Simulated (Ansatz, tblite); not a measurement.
Isomers of Ga3As4 (doublet), found by a short tight-binding search and relaxed with PBE-D4/def2-SVP in Ansatz.

The xTB rows come from tblite.

Other spin states were run for one of them alone.

A:

```xyz
7

Ga   -0.6516    2.2996   -0.3692
Ga    0.3111   -0.1615   -1.7910
Ga   -0.3281    0.2336    1.7791
As   -1.9894   -0.0616   -0.3488
As   -0.6738   -2.0413    0.1034
As    1.7042    1.0696    0.1877
As    1.6276   -1.3383    0.4387
```

B:

```xyz
7

Ga   -0.851    1.551   -1.897
Ga   -0.648    0.365    3.210
Ga   -0.325   -1.603   -1.075
As    1.247   -0.024   -2.306
As    0.489   -1.341    1.405
As    1.295    0.624    0.082
As   -1.207    0.428    0.581
```

Question: Estimate their order by electronic energy at PBE0-D4/def2-SVP, counted from the lowest.

Answer: A (0.00) < B (0.26), in eV.

Question: Do the other levels pick the same lowest one?

Answer: Not GFN1-xTB, GFN2-xTB. Energies above each level's lowest (eV):

| level | A | B |
| --- | --- | --- |
| GFN1-xTB | 0.60 | 0.00 |
| GFN2-xTB | 0.64 | 0.00 |
| PBE-D4/def2-SVP | 0.00 | 0.34 |
| r2SCAN-D4/def2-SVP | 0.00 | 0.31 |
| PBE0-D4/def2-SVP | 0.00 | 0.26 |
Point groups (tolerance 0.1 Å): A C2v, B not assigned. Lower isomers may exist.
